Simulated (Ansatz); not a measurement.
# Nudged elastic band run: C₂H₈AlClN₂

The input (input.yaml):

```yaml
crystal:
  periodic: [false, false, false]
  atoms:
    - { symbol: Al, position_ang: [0.669586, -1.11969, -0.449186] }
    - { symbol: "N", position_ang: [0.737485, -2.457192, 0.710739] }
    - { symbol: "N", position_ang: [-0.120943, 0.443785, -0.159289] }
    - { symbol: C, position_ang: [-0.16448, 1.53988, -1.116355] }
    - { symbol: C, position_ang: [-0.800328, 0.759834, 1.088823] }
    - { symbol: H, position_ang: [-0.755772, -0.07465, 1.784112] }
    - { symbol: Cl, position_ang: [1.633331, -1.439783, -2.387442] }
    - { symbol: H, position_ang: [0.344396, -2.443821, 1.632296] }
    - { symbol: H, position_ang: [1.189231, -3.33013, 0.51534] }
    - { symbol: H, position_ang: [0.316707, 2.432716, -0.71216] }
    - { symbol: H, position_ang: [0.344356, 1.272364, -2.036355] }
    - { symbol: H, position_ang: [-1.194846, 1.801566, -1.364963] }
    - { symbol: H, position_ang: [-1.853172, 0.991643, 0.916504] }
    - { symbol: H, position_ang: [-0.345652, 1.62358, 1.577839] }
basis:
  gaussian: { orbitals: "6-31G" }
hamiltonian:
  xc: { name: BHLYP }
neb:
  order_check: false
  images: 7
  f_tol: 0.05
  max_iterations: 59
  final_atoms:
    - { symbol: Al, position_ang: [-0.31194701, -1.08753074, -0.31426907] }
    - { symbol: "N", position_ang: [1.05345218, -1.79959384, 0.998054] }
    - { symbol: "N", position_ang: [-0.14189945, 0.66621521, -0.41586978] }
    - { symbol: C, position_ang: [0.18297361, 1.98140028, -0.8716984] }
    - { symbol: C, position_ang: [-1.40937184, 0.36430375, 0.36354562] }
    - { symbol: H, position_ang: [1.23594184, -1.02891956, 1.62800596] }
    - { symbol: Cl, position_ang: [-0.30808195, -2.84347597, -1.66284377] }
    - { symbol: H, position_ang: [1.9048569, -2.06232782, 0.51794391] }
    - { symbol: H, position_ang: [0.70136072, -2.59947485, 1.50749719] }
    - { symbol: H, position_ang: [0.32309914, 2.67754521, -0.03873314] }
    - { symbol: H, position_ang: [1.10868359, 1.96016385, -1.4426341] }
    - { symbol: H, position_ang: [-0.5937763, 2.40424352, -1.51709219] }
    - { symbol: H, position_ang: [-2.33237025, 0.64128212, -0.14204747] }
    - { symbol: H, position_ang: [-1.41302219, 0.72627085, 1.39004423] }
  initial_path:
    images:
      - { positions_ang: [[0.669586, -1.11969, -0.449186], [0.737485, -2.457192, 0.710739], [-0.120943, 0.443785, -0.159289], [-0.16448, 1.53988, -1.116355], [-0.800328, 0.759834, 1.088823], [-0.755772, -0.07465, 1.784112], [1.633331, -1.439783, -2.387442], [0.344396, -2.443821, 1.632296], [1.189231, -3.33013, 0.51534], [0.316707, 2.432716, -0.71216], [0.344356, 1.272364, -2.036355], [-1.194846, 1.801566, -1.364963], [-1.853172, 0.991643, 0.916504], [-0.345652, 1.62358, 1.577839]] }
      - { positions_ang: [[0.63328725, -1.10366555, -0.52690197], [0.68192441, -2.36089106, 0.8406854], [-0.09668922, 0.48362405, -0.27249921], [-0.15433519, 1.64984951, -1.09320084], [-0.781246, 0.63388992, 0.97928595], [-0.64078421, -0.30453827, 1.61031985], [1.50773554, -1.62421687, -2.37275073], [0.5826041, -2.27805798, 1.67636248], [0.99190365, -3.26571476, 0.72765401], [0.32607249, 2.48508076, -0.60663666], [0.35073483, 1.48365177, -2.02361553], [-1.18989567, 1.92002573, -1.30435767], [-1.84248407, 0.82662304, 0.81903789], [-0.3689289, 1.4544417, 1.54652003]] }
      - { positions_ang: [[0.59698849, -1.08764111, -0.60461795], [0.62636381, -2.26459012, 0.9706318], [-0.07243545, 0.5234631, -0.38570941], [-0.14419037, 1.75981903, -1.07004669], [-0.76216401, 0.50794584, 0.86974891], [-0.52579642, -0.53442655, 1.43652769], [1.38214008, -1.80865073, -2.35805946], [0.8208122, -2.11229496, 1.72042897], [0.79457629, -3.20129951, 0.93996801], [0.33543798, 2.53744551, -0.50111332], [0.35711367, 1.69493954, -2.01087606], [-1.18494534, 2.03848547, -1.24375234], [-1.83179614, 0.66160308, 0.72157179], [-0.3922058, 1.2853034, 1.51520106]] }
      - { positions_ang: [[0.56068974, -1.07161666, -0.68233392], [0.57080322, -2.16828918, 1.10057821], [-0.04818167, 0.56330215, -0.49891962], [-0.13404556, 1.86978854, -1.04689253], [-0.74308201, 0.38200175, 0.76021186], [-0.41080863, -0.76431482, 1.26273554], [1.25654461, -1.9930846, -2.34336818], [1.0590203, -1.94653193, 1.76449545], [0.59724894, -3.13688427, 1.15228202], [0.34480348, 2.58981027, -0.39558997], [0.3634925, 1.90622732, -1.99813659], [-1.17999501, 2.1569452, -1.18314702], [-1.82110821, 0.49658312, 0.62410568], [-0.41548269, 1.11616511, 1.48388208]] }
      - { positions_ang: [[0.52439098, -1.05559221, -0.76004989], [0.51524262, -2.07198824, 1.23052461], [-0.0239279, 0.6031412, -0.61212983], [-0.12390074, 1.97975806, -1.02373838], [-0.72400001, 0.25605767, 0.65067481], [-0.29582084, -0.9942031, 1.08894339], [1.13094915, -2.17751846, -2.32867691], [1.2972284, -1.78076891, 1.80856194], [0.39992158, -3.07246902, 1.36459602], [0.35416897, 2.64217503, -0.29006663], [0.36987133, 2.11751509, -1.98539712], [-1.17504468, 2.27540493, -1.12254169], [-1.81042028, 0.33156316, 0.52663957], [-0.43875959, 0.94702681, 1.45256311]] }
      - { positions_ang: [[0.31530649, -1.06357685, -0.64860469], [0.64979501, -2.00388964, 1.17240696], [-0.05342079, 0.6189097, -0.56306481], [-0.04718215, 1.98016861, -0.98572838], [-0.89534297, 0.28311919, 0.57889252], [0.08711983, -1.00288222, 1.22370903], [0.77119138, -2.34400784, -2.16221863], [1.44913552, -1.85115864, 1.48590743], [0.47528137, -2.95422048, 1.40032131], [0.34640151, 2.65101757, -0.22723326], [0.5545744, 2.07817728, -1.84970637], [-1.02972759, 2.30761458, -1.22117932], [-1.94090777, 0.4089929, 0.35946781], [-0.68232524, 0.89183782, 1.43693339]] }
      - { positions_ang: [[0.10622199, -1.07156148, -0.53715948], [0.7843474, -1.93579104, 1.11428931], [-0.08291367, 0.63467821, -0.5139998], [0.02953644, 1.98057917, -0.94771839], [-1.06668593, 0.31018071, 0.50711022], [0.4700605, -1.01156133, 1.35847467], [0.4114336, -2.51049722, -1.99576034], [1.60104265, -1.92154837, 1.16325293], [0.55064115, -2.83597194, 1.43604661], [0.33863406, 2.65986012, -0.16439988], [0.73927746, 2.03883947, -1.71401561], [-0.88441049, 2.33982422, -1.31981694], [-2.07139526, 0.48642264, 0.19229605], [-0.92589089, 0.83664883, 1.42130367]] }
      - { positions_ang: [[-0.10286251, -1.07954611, -0.42571428], [0.91889979, -1.86769244, 1.05617165], [-0.11240656, 0.65044671, -0.46493479], [0.10625503, 1.98098973, -0.90970839], [-1.23802888, 0.33724223, 0.43532792], [0.85300117, -1.02024045, 1.49324032], [0.05167583, -2.67698659, -1.82930206], [1.75294977, -1.9919381, 0.84059842], [0.62600093, -2.71772339, 1.4717719], [0.3308666, 2.66870267, -0.10156651], [0.92398053, 1.99950166, -1.57832486], [-0.7390934, 2.37203387, -1.41845457], [-2.20188275, 0.56385238, 0.02512429], [-1.16945654, 0.78145984, 1.40567395]] }
      - { positions_ang: [[-0.31194701, -1.08753074, -0.31426907], [1.05345218, -1.79959384, 0.998054], [-0.14189945, 0.66621521, -0.41586978], [0.18297361, 1.98140028, -0.8716984], [-1.40937184, 0.36430375, 0.36354562], [1.23594184, -1.02891956, 1.62800596], [-0.30808195, -2.84347597, -1.66284377], [1.9048569, -2.06232782, 0.51794391], [0.70136072, -2.59947485, 1.50749719], [0.32309914, 2.67754521, -0.03873314], [1.10868359, 1.96016385, -1.4426341], [-0.5937763, 2.40424352, -1.51709219], [-2.33237025, 0.64128212, -0.14204747], [-1.41302219, 0.72627085, 1.39004423]] }
```

Command:

```bash
$ ansatz run input.yaml --threads 2 --pin off --max-ram 3072MiB --backend cpu --events-out ev --progress --plain --runs-dir out
```

Output, in part (warnings, iteration lines, the closing report on the highest movable image, with atoms numbered from 0):

```
NEB end point (image 0): max|allowed force component| = 2.546e-2 eV/Å (the criterion of neb.relax_end_points is 1.000e-2)
NEB end point (image 8): max|allowed force component| = 2.534e-2 eV/Å (the criterion of neb.relax_end_points is 1.000e-2)
NEB iter   1: max|band force component| = 2.158e1 eV/Å  barrier→ = 5.0249 eV  barrier← = 3.0557 eV  Δτ_max = 0.2000 Å  (227 SCF iters)
NEB iter   2: max|band force component| = 2.036e0 eV/Å  barrier→ = 3.2813 eV  barrier← = 1.3121 eV  Δτ_max = 0.2000 Å  (199 SCF iters)
NEB iter   3: max|band force component| = 3.287e0 eV/Å  barrier→ = 2.9120 eV  barrier← = 0.9427 eV  Δτ_max = 0.1009 Å  (198 SCF iters)
NEB iter   4: max|band force component| = 1.161e0 eV/Å  barrier→ = 2.7349 eV  barrier← = 0.7657 eV  Δτ_max = 0.2000 Å  (182 SCF iters)
NEB iter   5: max|band force component| = 5.292e-1 eV/Å  barrier→ = 2.5850 eV  barrier← = 0.6158 eV  Δτ_max = 0.1190 Å  (179 SCF iters)
NEB iter   6: max|band force component| = 5.183e-1 eV/Å  barrier→ = 2.5169 eV  barrier← = 0.5477 eV  CI = image 5  Δτ_max = 0.1999 Å  (174 SCF iters)
NEB iter   7: max|band force component| = 1.305e0 eV/Å  barrier→ = 2.6921 eV  barrier← = 0.7229 eV  CI = image 5  Δτ_max = 0.2000 Å  (181 SCF iters)
NEB iter   8: max|band force component| = 9.931e-1 eV/Å  barrier→ = 2.8195 eV  barrier← = 0.8503 eV  CI = image 5  Δτ_max = 0.1998 Å  (184 SCF iters)
NEB iter   9: max|band force component| = 1.243e0 eV/Å  barrier→ = 2.9882 eV  barrier← = 1.0190 eV  CI = image 5  Δτ_max = 0.2000 Å  (185 SCF iters)
NEB iter  10: max|band force component| = 5.321e-1 eV/Å  barrier→ = 3.2067 eV  barrier← = 1.2375 eV  CI = image 5  Δτ_max = 0.1543 Å  (180 SCF iters)
NEB iter  11: max|band force component| = 3.303e-1 eV/Å  barrier→ = 3.1568 eV  barrier← = 1.1876 eV  CI = image 5  Δτ_max = 0.1842 Å  (176 SCF iters)
NEB iter  12: max|band force component| = 2.842e-1 eV/Å  barrier→ = 3.1473 eV  barrier← = 1.1781 eV  CI = image 5  Δτ_max = 0.0627 Å  (181 SCF iters)
NEB iter  13: max|band force component| = 1.300e-1 eV/Å  barrier→ = 3.1394 eV  barrier← = 1.1702 eV  CI = image 5  Δτ_max = 0.0400 Å  (172 SCF iters)
NEB iter  14: max|band force component| = 6.781e-2 eV/Å  barrier→ = 3.1376 eV  barrier← = 1.1684 eV  CI = image 5  Δτ_max = 0.0103 Å  (172 SCF iters)
NEB iter  15: max|band force component| = 3.070e-2 eV/Å  barrier→ = 3.1371 eV  barrier← = 1.1678 eV  CI = image 5  Δτ_max = 0.0000 Å  (333 SCF iters)
Total energy: -24297.93019220 eV, -892.9324648347 hartree
Atom 0 at     0.283741    -1.096383    -0.650468 Å, force     0.005652    -0.022827    -0.026256 eV/Å
Atom 1 at     0.794614    -1.796118     1.074931 Å, force    -0.008998     0.004403    -0.003729 eV/Å
Atom 2 at    -0.055570     0.603814    -0.528323 Å, force     0.022884     0.002700     0.030758 eV/Å
Atom 3 at     0.054675     1.972123    -0.935869 Å, force    -0.010495     0.003513    -0.015102 eV/Å
Atom 4 at    -0.973093     0.176255     0.587069 Å, force    -0.020944     0.015587     0.011084 eV/Å
Atom 5 at    -0.151755    -1.021657     1.254319 Å, force     0.005989    -0.008161     0.003655 eV/Å
Atom 6 at     0.397800    -2.572178    -2.253709 Å, force    -0.001335     0.005110     0.002587 eV/Å
Atom 7 at     1.686047    -1.551390     1.479986 Å, force     0.004312     0.002187     0.004764 eV/Å
Atom 8 at     0.556738    -2.747874     1.313238 Å, force    -0.001751    -0.001073    -0.001645 eV/Å
Atom 9 at     0.347381     2.608354    -0.096858 Å, force    -0.003430    -0.001114    -0.001284 eV/Å
Atom 10 at     0.804997     2.076000    -1.715053 Å, force     0.002386     0.002715     0.000182 eV/Å
Atom 11 at    -0.889648     2.357040    -1.326070 Å, force     0.000077    -0.002656    -0.001616 eV/Å
Atom 12 at    -2.026418     0.204070     0.314874 Å, force     0.001205    -0.001701    -0.001657 eV/Å
Atom 13 at    -0.829609     0.788045     1.481837 Å, force     0.004450     0.001317    -0.001742 eV/Å
Dipole moment:     0.360533    -0.034548     0.698508 e Å
```

The run converged. Neighbouring images differ by up to 2.3 eV, so the band resolves the path poorly. A vibrational analysis at the climbing image gives one clearly imaginary mode, 1506i cm⁻¹: a first-order saddle point. The orbitals stay closed-shell, which can raise the energy where a bond breaks towards radicals; this wasn't checked here. Limits of this set-up: no polarisation functions.

Final band (atoms are numbered from 1 in the order of the input):

```json
{"image": "0", "path coordinate (Å)": "0.00", "energy (eV)": "0.00", "C5–H6 (Å)": "1.09", "Al1–C5 (Å)": "2.84", "N2–H6 (Å)": "3.01"}
{"image": "1", "path coordinate (Å)": "0.92", "energy (eV)": "0.02", "C5–H6 (Å)": "1.09", "Al1–C5 (Å)": "2.83", "N2–H6 (Å)": "3.02"}
{"image": "2", "path coordinate (Å)": "1.83", "energy (eV)": "0.10", "C5–H6 (Å)": "1.09", "Al1–C5 (Å)": "2.79", "N2–H6 (Å)": "2.94"}
{"image": "3", "path coordinate (Å)": "2.75", "energy (eV)": "0.30", "C5–H6 (Å)": "1.09", "Al1–C5 (Å)": "2.69", "N2–H6 (Å)": "2.64"}
{"image": "4", "path coordinate (Å)": "3.67", "energy (eV)": "0.86", "C5–H6 (Å)": "1.10", "Al1–C5 (Å)": "2.51", "N2–H6 (Å)": "2.15"}
{"image": "5", "path coordinate (Å)": "4.58", "energy (eV)": "3.14", "C5–H6 (Å)": "1.60", "Al1–C5 (Å)": "2.18", "N2–H6 (Å)": "1.24"}
{"image": "6", "path coordinate (Å)": "5.59", "energy (eV)": "2.20", "C5–H6 (Å)": "2.45", "Al1–C5 (Å)": "1.96", "N2–H6 (Å)": "1.01"}
{"image": "7", "path coordinate (Å)": "6.60", "energy (eV)": "1.99", "C5–H6 (Å)": "3.06", "Al1–C5 (Å)": "1.94", "N2–H6 (Å)": "1.01"}
{"image": "8", "path coordinate (Å)": "7.60", "energy (eV)": "1.97", "C5–H6 (Å)": "3.25", "Al1–C5 (Å)": "1.94", "N2–H6 (Å)": "1.01"}
```

The run took 5.8 min on 2 threads of Arm Neoverse V1 (shared host), peak memory 0.21 GiB.
